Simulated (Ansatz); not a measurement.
Abridged output of a molecular run in Ansatz:

```
Functional definition: HF
2098 factors; integrals over basis functions are off by at most 9.5e-4 eV
mean field evaluation 1: about -24014.4312 eV, gradient 5.2e1 eV
mean field evaluation 2: about -24014.7052 eV, gradient 5.2e1 eV
mean field evaluation 4: about -24020.1699 eV, gradient 5.1e0 eV
mean field evaluation 8: about -24020.2547 eV, gradient 3.8e-1 eV
mean field evaluation 16: about -24020.2557 eV, gradient 1.4e-6 eV
mean field -24020.25565988 eV, -882.7281139864 hartree, gradient 1.4e-6 eV, S^2 0.000000; 0 other end points of the search recorded, 0 dependent functions left out
13 core orbitals not correlated: weight in the atoms' cores, before any rotation towards them, 1.000 or more for the frozen orbitals, at most 0.000 for the correlated occupied ones
reference -24020.25565988 eV, -882.7281139864 hartree; 24, 24 occupied and 291, 291 virtual orbitals, 2098 factors
second order -36.00227148 eV of doubles, -0.00000000 eV of singles
cycle   1  -36.08953016 eV  change   -8.7e-2 eV  update   1.3e-1
cycle   2  -36.90165962 eV  change   -8.1e-1 eV  update   3.8e-2
cycle   3  -37.09054109 eV  change   -1.9e-1 eV  update   2.1e-2
cycle   4  -37.07879231 eV  change    1.2e-2 eV  update   5.2e-3
cycle   5  -37.07462993 eV  change    4.2e-3 eV  update   2.6e-3
cycle   6  -37.07594330 eV  change   -1.3e-3 eV  update   9.2e-4
cycle   7  -37.07574412 eV  change    2.0e-4 eV  update   4.1e-4
cycle   8  -37.07558762 eV  change    1.6e-4 eV  update   1.4e-4
cycle   9  -37.07564868 eV  change   -6.1e-5 eV  update   5.5e-5
cycle  10  -37.07565911 eV  change   -1.0e-5 eV  update   1.9e-5
perturbative correction -1.41238424 eV, -0.0519041634 hartree
Total energy: -24058.74370322 eV, -884.1425234911 hartree
```

Its atoms:

Cartesian coordinates in Å:
```
C 1.151 1.972 0.595
O 0.230 1.432 -0.322
Sn -0.073 -0.492 -0.440
C -1.071 -1.320 1.235
N -1.060 -0.635 -2.177
Cl 2.068 -1.462 -0.521
H 0.833 1.831 1.637
H 2.154 1.543 0.482
H 1.219 3.048 0.410
H -2.036 -0.829 1.354
H -0.460 -1.168 2.124
H -1.217 -2.388 1.076
H -1.031 -1.557 -2.593
H -0.707 0.026 -2.859
```

Problem. Which basis set was used?
A. cc-pV(Q+d)Z
B. def2-TZVPP
C. def2-SVP
D. cc-pV(D+d)Z

Solution. B. It gives 328 functions.

Problem. Write the keys of the input that set method, charge and spin (a neutral closed shell needs none for the last two).

Solution. 
```yaml
correlation: {method: ccsd_t}
```
